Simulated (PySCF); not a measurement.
## Working out the ionisation energy of Ge⁺

Ge⁺ [Ar] 3d10 4s2 4p1 (2P) → Ge²⁺ [Ar] 3d10 4s2 (1S). Computed with PySCF 2.14 in x2c-QZVPPall with one added diffuse shell each of s, p, d, f type (12s9p6d5f1g, 113 functions), with scalar relativity by spin-free X2C-1e. Frozen: [Ne]. Energies in hartree (1 hartree = 27.21139 eV):

```tsv
part	Ge⁺ (lower)	Ge²⁺ (upper)
UHF	-2096.844680	-2096.283999
MP2 opposite-spin	-0.546272	-0.537027
MP2 same-spin	-0.275419	-0.269347
```

**Question.** What does Hartree-Fock give?

**Answer.** (-2096.283999) − (-2096.844680) = 0.560681 hartree = 15.257 eV.

**Question.** What do MP2 and SCS-MP2 (6/5 opposite-spin, 1/3 same-spin) give?

**Answer.** The opposite-spin parts differ by 0.252 eV and the same-spin parts by 0.165 eV. MP2: 15.257 + (0.252) + (0.165) = 15.674 eV. SCS-MP2: 15.257 + 1.2 × (0.252) + (0.165)/3 = 15.614 eV.

Measured between the centres of the two terms (NIST): 15.789 eV, so MP2 (valence and next inner shell) is off by -0.115 eV.

What remains against the reference includes basis incompleteness, the frozen core and correlation beyond second order.
